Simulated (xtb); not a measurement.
xtb input:

```bash
xtb mol.xyz --gfn 2 --ohess tight --chrg 0 --uhf 0
```
mol.xyz:
```
15

Si    -0.26806887     0.79948820    -0.13499574
O     -0.88538704    -0.51170184     0.84183871
C     -1.31623628    -1.53959263     0.01133703
O      1.19713577     0.29357003    -0.95082652
C      2.18846337    -0.14723733    -0.06979744
O      0.19472565     2.08236817     0.88020784
O     -1.37527600     1.33769586    -1.24311203
H     -1.67740211    -2.33057995     0.63669415
H     -0.40716888    -1.97089821    -0.61061683
H     -2.06331954    -1.18746818    -0.71142762
H      2.44592787     0.72717243     0.57367775
H      1.78797343    -0.96472627     0.64646466
H      3.05069219    -0.45494908    -0.58512191
H     -0.65791929     2.29456035     1.44355213
H     -2.20145341     1.61336811    -0.69500747
```

### Question
Predict the final energy.

### Answer
-26.53137 Eh (GFN2-xTB).
